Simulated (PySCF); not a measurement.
## I: excitation energy

I [Kr] 4d10 5s2 5p5 (2P) → I [Kr] 4d10 5s2 5p4 6s1 (4P), as a difference of total energies. Computed with PySCF 2.14 in aug-cc-pVQZ-PP with one added diffuse shell each of s, p, d, f, g type with ECP28MDF (8s8p6d4f3g, 117 functions), with a scalar-relativistic core potential. Correlated levels: valence: 4s2 4p6 4d10 frozen. The calculations carry no spin-orbit coupling.

```csv
method,excitation energy (eV)
UHF,6.223
LDA,6.885
PBE,6.705
PBE0,6.815
r2SCAN,6.962
wB97X-V,7.134
B3LYP,6.874
revPBE,6.689
MP2 (valence),6.773
SCS-MP2 (valence),6.888
```

Q: How much does correlation contribute at MP2 (valence)?

A: 6.773 − (6.223) = 0.550 eV, measured against UHF.

The promoted electron is Rydberg-like, and one or two diffuse shells describe it only roughly, which tends to raise the upper state.
